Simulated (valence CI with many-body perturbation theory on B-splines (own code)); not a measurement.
# Run record, Au⁴⁸⁺

Computed by valence CI with perturbative core correlation (CI+MBPT): three valence electrons over a frozen Dirac-Fock core [Ar] 3d10, radial functions for each j: 11 s, 11 p, 10 d, 8 f, 5 g, 2 h, with the one-electron correlation potential Σ1 (screened to all orders), the two-electron term Σ2, the three-electron term Σ3, Breit, model QED; selected single and double excitations, second order for the rest, scaled by the run's own slope (own B-spline code, finite nucleus).

Command, and the settings that its task file holds:

```sh
python run_cv.py task.json out
```

```
atom Au  Z=79  mass_number=197  rms_radius_fm=5.4371
core [Ar] 3d10
valence 4s2 4p1
avg = 1
basis = M
breit = 1
cap = 32000
capref = 2000
cscale = 1
de = 0.0
dress = 0
eps = 2e-08
extrap = 1
h = 0.27
hh = 1
l2 = 3
lcore = 6
maxit = 60
n2 = 5
natural = 1
nlev = 150
nno = [5, 5, 5, 4, 2, 1]
nroot = 36
nsp = [6, 6, 5, 4, 3, 1]
pt2 = 1
qed = 1
rpa = 1
s1 = 1
s2 = 1
s3 = 1
screen = 1
tol = 2e-05
whole = 1
```

It took 2.1 min on 1 thread of Intel(R) Xeon(R) Platinum 8259CL CPU @ 2.50GHz (Skylake/Cascade Lake) (shared host).

Log. The first blocks belong to the next ion, which gives the ionisation energy. Fields: 2J, parity (1 odd), roots, reference size, generating configurations, candidates as configurations/state functions, variational space P, stored matrix elements, Davidson steps; e2 is the range of second-order energies in hartree. The first line gives the box (bohr), its intervals, the orbitals and the steps of their self-consistent field. Window is the range of levels sought, series limit the energy at which the first omitted orbital would enter, core excitation an estimate of the first excitation out of the core, left out the lowest levels not solved, and shifts from estimates the range by which levels moved from their first estimate, all in cm⁻¹.

```
rmax 4.7 intervals 58 orbitals 83 references ['4s2 4p', '4s 4p2', '4s2 4d', '4p3', '4s 4p 4d'] scf 2 t 1.3
2J=0 par=0 roots 2 ref 18 generators 3 cand 398/398 P 394/394 nnz 0 it 0
2J=0 par=0 roots 2 ref 18 generators 4 cand 22/22 P 409/409 nnz 0 it 0
   second order: generators 8 cand 7/7 e2 -0.00000 -0.00000
reference levels 1209, estimated 449, window 7686839 1/cm; series limit 16455386, core excitation 15500151
2J=1 par=1 roots 15 ref 79 generators 20 cand 6627/10572 P 4350/6400 nnz 4.6e+06 it 5
2J=1 par=1 roots 15 ref 79 generators 26 cand 4981/8219 P 6948/10737 nnz 1.2e+07 it 5
   second order: generators 36 cand 5044/8019 e2 -0.00002 -0.00000
2J=1 par=0 roots 13 ref 78 generators 25 cand 9226/14348 P 4309/6399 nnz 4.8e+06 it 4
2J=1 par=0 roots 13 ref 78 generators 30 cand 6706/10527 P 6177/9467 nnz 9.9e+06 it 5
   second order: generators 35 cand 7060/11108 e2 -0.00001 -0.00000
2J=3 par=1 roots 27 ref 131 generators 26 cand 8530/19743 P 3240/6400 nnz 5.1e+06 it 5
2J=3 par=1 roots 27 ref 131 generators 34 cand 8159/19640 P 8700/19558 nnz 3.9e+07 it 7
   second order: generators 47 cand 6342/15396 e2 -0.00002 -0.00000
2J=3 par=0 roots 21 ref 129 generators 26 cand 8357/19218 P 3121/6400 nnz 5.3e+06 it 5
2J=3 par=0 roots 21 ref 129 generators 30 cand 7075/16727 P 7499/16587 nnz 3e+07 it 7
   second order: generators 39 cand 5190/12803 e2 -0.00002 -0.00000
2J=5 par=0 roots 23 ref 141 generators 24 cand 9088/24108 P 2804/6399 nnz 5.4e+06 it 4
2J=5 par=0 roots 23 ref 141 generators 30 cand 7962/21840 P 8156/20721 nnz 4.5e+07 it 5
   second order: generators 39 cand 5405/16110 e2 -0.00002 -0.00000
2J=5 par=1 roots 28 ref 139 generators 23 cand 9284/24760 P 2904/6400 nnz 5.1e+06 it 5
2J=5 par=1 roots 28 ref 139 generators 32 cand 7872/21788 P 8998/23402 nnz 5.7e+07 it 7
   second order: generators 47 cand 4527/13399 e2 -0.00002 -0.00000
2J=7 par=1 roots 23 ref 118 generators 19 cand 9146/25386 P 2847/6400 nnz 5.1e+06 it 5
2J=7 par=1 roots 23 ref 118 generators 29 cand 10345/31724 P 8455/22791 nnz 5.6e+07 it 7
   second order: generators 44 cand 4737/15333 e2 -0.00002 -0.00000
2J=9 par=1 roots 14 ref 77 generators 14 cand 7920/21597 P 3070/6400 nnz 5.1e+06 it 5
2J=9 par=1 roots 14 ref 77 generators 23 cand 7520/23062 P 7312/18767 nnz 4e+07 it 7
   second order: generators 36 cand 4684/15472 e2 -0.00002 -0.00000
2J=7 par=0 roots 16 ref 114 generators 19 cand 9019/24870 P 2832/6399 nnz 5.3e+06 it 4
...
2J=11 par=0 roots 2 ref 39 generators 7 cand 4898/13420 P 3486/7429 nnz 6.9e+06 it 4
   second order: generators 13 cand 5356/15826 e2 -0.00004 -0.00002
2J=11 par=1 roots 6 ref 41 generators 7 cand 6089/15777 P 3067/6400 nnz 5.9e+06 it 5
2J=11 par=1 roots 6 ref 41 generators 15 cand 7102/20946 P 4976/11777 nnz 1.9e+07 it 5
   second order: generators 22 cand 5193/15569 e2 -0.00002 -0.00001
2J=13 par=1 roots 2 ref 14 generators 6 cand 4187/9824 P 1867/3780 nnz 2.5e+06 it 4
2J=13 par=1 roots 2 ref 14 generators 7 cand 4944/12699 P 2882/6297 nnz 6.5e+06 it 4
   second order: generators 14 cand 5045/13214 e2 -0.00003 -0.00001
left out: unestimated 11146667, estimated 8163813, shifts from estimates -4 to 29
operators 4.9
```

The Davidson iterations converged.

The last digits are not significant, and no measured levels were compared; by estimate large intervals hold to a few tenths of a per cent, small ones and those within an open d or f shell to about a per cent.

| Item | Value |
| --- | --- |
| Valence energy | -313.2233 hartree |
| Ionisation energy | 2709 eV (NIST: 2708 ± 4 eV (theoretical)) |
| Reference configurations for the orbitals | 4s2 4p, 4s 4p2, 4s2 4d, 4p3, 4s 4p 4d |
| Radial orbitals | 83 |
| Box radius | 4.734 bohr |
| Largest variational space | 23402 |
| Lowest levels | (4s^2 4p1/2) J=1/2 0.00, (4s 4p1/2^2) J=1/2 886.45, (4s^2 4p3/2) J=3/2 1123.2, (4s 4p1/2 4p3/2) J=3/2 [a] 1889.5, (4s 4p1/2 4p3/2) J=5/2 1965.0, (4s 4p1/2 4p3/2) J=3/2 [b] 2070.2, (4s 4p1/2 4p3/2) J=1/2 2089.6, (4s^2 4d3/2) J=3/2 2567.9, (4s^2 4d5/2) J=5/2 2782.0, (4p1/2^2 4p3/2) J=3/2 2955.5, (4s 4p3/2^2) J=5/2 3075.5, (4s 4p3/2^2) J=1/2 3211.7, (4s 4p3/2^2) J=3/2 3242.1, (4s 4p1/2 4d3/2) J=3/2 [a] 3265.5 × 10³ cm⁻¹ |

Levels are named by their leading jj configuration (3d3/2^4 stands for four electrons in 3d with j = 3/2), which in mixed levels can hold well under half, so a name can repeat and another be missing. Letters in brackets count levels of one name in rising energy.
